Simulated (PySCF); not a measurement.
# Steps of a relaxation of La(NO2)3

La(NO2)3 (singlet). PySCF 2.14.0, RKS TPSS, La lcecp-1-SVP with ECP46, O def2-SVP, N def2-SVP; non-relativistic Hamiltonian with scalar-relativistic core potentials where named; density fitting; no spin-orbit coupling. Origin of the start: template. Columns: position (Å) and force (eV/Å). Energies are counted from the last step; some of the 6 steps are shown. Forces carry noise of the integration grid, about 0.01 to 0.03 eV/Å.

Run from Python with OMP_NUM_THREADS=4. Where DIIS fails, smearing, a level shift and second-order steps follow.
It took 47 s on 4 threads of Arm Neoverse V2, on a shared host, from the converged density of the start.

```xyz
10
step 0  E = 0.109 eV
La    0.0000    0.0000    0.0000     0.00    0.00    0.00
O     2.3302    0.0000    1.0600    -0.77    0.00    0.23
O     2.3302    0.0000   -1.0600    -0.77    0.00   -0.23
N     3.0202    0.0000    0.0000     0.86    0.00    0.00
O    -1.1651    2.0180    1.0600     0.38   -0.68    0.23
O    -1.1651    2.0180   -1.0600     0.38   -0.68   -0.23
N    -1.5101    2.6156    0.0000    -0.43    0.74    0.00
O    -1.1651   -2.0180    1.0600     0.38    0.68    0.23
O    -1.1651   -2.0180   -1.0600     0.38    0.68   -0.23
N    -1.5101   -2.6156    0.0000    -0.43   -0.74    0.00
```

```xyz
10
step 2  E = 0.016 eV
La    0.0000    0.0000    0.0000     0.00    0.00    0.00
O     2.2818    0.0000    1.0607     0.02    0.00   -0.09
O     2.2818    0.0000   -1.0607     0.02    0.00    0.09
N     2.9973    0.0000    0.0000    -0.36    0.00    0.00
O    -1.1409    1.9761    1.0607    -0.01    0.01   -0.09
O    -1.1409    1.9761   -1.0607    -0.01    0.01    0.09
N    -1.4986    2.5957    0.0000     0.19   -0.32    0.00
O    -1.1409   -1.9761    1.0607    -0.01   -0.01   -0.09
O    -1.1409   -1.9761   -1.0607    -0.02   -0.01    0.09
N    -1.4986   -2.5957    0.0000     0.19    0.32    0.00
```

```xyz
10
step 3  E = 0.000 eV
La    0.0000    0.0000    0.0000     0.00    0.00    0.00
O     2.2525    0.0000    1.0614     0.05    0.00   -0.02
O     2.2525    0.0000   -1.0614     0.05    0.00    0.02
N     2.9643    0.0000    0.0000    -0.06    0.00    0.00
O    -1.1263    1.9508    1.0614    -0.03    0.03   -0.02
O    -1.1263    1.9508   -1.0614    -0.03    0.03    0.02
N    -1.4821    2.5671    0.0000     0.04   -0.05    0.00
O    -1.1263   -1.9507    1.0614    -0.03   -0.03   -0.02
O    -1.1263   -1.9507   -1.0614    -0.03   -0.03    0.02
N    -1.4821   -2.5671    0.0000     0.04    0.05    0.00
```

Task: Where does the relaxation end?

Result: It converges at step 5 in D3h:
```xyz
10
step 5  E = 0
La    0.0000    0.0000    0.0000
O     2.2544    0.0000    1.0614
O     2.2544    0.0000   -1.0614
N     2.9649    0.0000    0.0000
O    -1.1272    1.9524    1.0614
O    -1.1272    1.9524   -1.0614
N    -1.4824    2.5676    0.0000
O    -1.1272   -1.9524    1.0614
O    -1.1272   -1.9524   -1.0614
N    -1.4824   -2.5676    0.0000
```

Task: How did the contacts change?

Result: 
| contact | start (Å) | end (Å) |
| --- | --- | --- |
| La1–O2 (NO2) | 2.560 | 2.492 |
| La1–O5 (NO2) | 2.560 | 2.492 |
| La1–O8 (NO2) | 2.560 | 2.492 |


No frequency check is given that shows the relaxed geometry to be a minimum.
